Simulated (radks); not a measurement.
Ca8+, configuration [Ne] 3s2 (the NIST ground configuration). Method: non-relativistic Kohn-Sham, PBE, spin-polarised, spherical densities, point nucleus; computed with a radial shooting solver on a logarithmic mesh with Libxc functionals.

Unscreened Slater integrals over Kohn-Sham orbitals (hartree). They are taken over the spin-up orbitals. Empty in this configuration: 3p.

\begin{tabular}{lr}
integral & value \\ \hline
F0(3s,3s) & 0.89467 \\
F0(3s,2p) & 1.1766 \\
G1(3s,2p) & 0.10962 \\
F0(3s,2s) & 1.1583 \\
G0(3s,2s) & 0.087068 \\
F0(3s,1s) & 1.3171 \\
G0(3s,1s) & 0.051214 \\
F0(3s,3p) & 0.88685 \\
G1(3s,3p) & 0.59217 \\
F0(2p,2p) & 2.8182 \\
F2(2p,2p) & 1.3213 \\
F0(2p,2s) & 2.6197 \\
G1(2p,2s) & 1.5297 \\
F0(2p,1s) & 3.8927 \\
G1(2p,1s) & 0.61475 \\
F0(2p,3p) & 1.1768 \\
F2(2p,3p) & 0.26068 \\
G0(2p,3p) & 0.10724 \\
G2(2p,3p) & 0.11232 \\
F0(2s,2s) & 2.4896 \\
F0(2s,1s) & 3.5014 \\
G0(2s,1s) & 0.30665 \\
F0(2s,3p) & 1.1517 \\
G1(2s,3p) & 0.082882 \\
F0(1s,1s) & 12.156 \\
F0(1s,3p) & 1.3295 \\
G1(1s,3p) & 0.099163 \\
F0(3p,3p) & 0.88019 \\
F2(3p,3p) & 0.44943 \\
\end{tabular}
